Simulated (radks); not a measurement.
The numbers below are computed, except where a source is named.
How relativity changes the ionisation of the nickel ion Ni3+ ([Ar] 3d7) to Ni4+ ([Ar] 3d6). Spin-unpolarised spherical Kohn-Sham, PBE, point nucleus unless stated (finite: rms radius 3.7757 fm), a radial shooting solver on a logarithmic mesh with Libxc functionals. A level marked "c x" has the speed of light scaled by that factor and shares open shells by 2j + 1; other Dirac levels either fill j = l - 1/2 first or share by 2j + 1.

level                               E(Ni3+) (hartree)  E(Ni4+) (hartree)  IE (eV)   HOMO  <r> HOMO (bohr)
non-rel.                                  -1505.63481        -1503.50685   57.905     3d           0.8924
scalar-rel.                               -1518.18008        -1516.06493   57.556     3d           0.8961
scalar-rel., finite nucleus               -1518.17416        -1516.05901   57.556     3d           0.8961
Dirac, 2j+1 shares                        -1518.22185        -1516.10675   57.555  3d5/2           0.8978
Dirac, low j first                        -1518.23380        -1516.12428   57.403  3d5/2           0.8982
Dirac, 2j+1 shares, finite nucleus        -1518.21593        -1516.10083   57.555  3d5/2           0.8978
Dirac, c x 1.5                            -1511.16520        -1509.04297   57.749  3d5/2           0.8948
Dirac, c x 3                              -1507.00805        -1504.88153   57.866  3d5/2           0.8930
Dirac, c x 100                            -1505.63604        -1503.50809   57.905  3d5/2           0.8924

NIST Atomic Spectra Database: 54.9 eV (semi-empirical). The relativistic part of the total energy of Ni3+ is -12.58 hartree (Dirac, 2j+1 shares, finite nucleus), 0.84 % of the non-relativistic value. Spin polarisation and multiplet splitting of open shells are left out at every level.

Beside tabulated values, note that spin-unpolarised runs miss the spin-polarisation part of the exchange energy of open shells.
